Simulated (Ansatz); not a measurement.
## Cl2H4N2Sn: structure from calculated spectroscopic constants

These gas-phase data were calculated for one isomer of Cl2H4N2Sn at PBE0-D4/def2-SVP (harmonic, unscaled wavenumbers; equilibrium rotational constants with average atomic masses):

- rotational constants: 1.959, 1.448, 1.205 GHz
- all wavenumbers above 1500 cm⁻¹: 3657, 3657, 3551, 3551, 1533, 1529

Candidates:

(1) `N[NH][SnH]([Cl])[Cl]`, a singlet
(2) `[NH2][Sn]([NH2])([Cl])[Cl]`, a singlet

Q: Assign the data to one candidate and say why.

A: Candidate (2). No mode falls between 1650 and 2000 cm⁻¹, where the Sn–H stretch of (1) would stand.

The same quantities for all candidates:

|  | rotational constants (GHz) | wavenumbers above 1500 cm⁻¹ | E above the lowest, PBE0-D4/def2-SVP (kcal/mol) |
| --- | --- | --- | --- |
| (1) | 1.687, 1.5, 1.11 | 3600, 3588, 3483, 1958, 1668 | 36.6 |
| (2) | 1.959, 1.448, 1.205 | 3657, 3657, 3551, 3551, 1533, 1529 | 0.0 |

Each candidate is one conformer. Atoms past krypton carry core potentials. Programs: Ansatz 0.2.0.
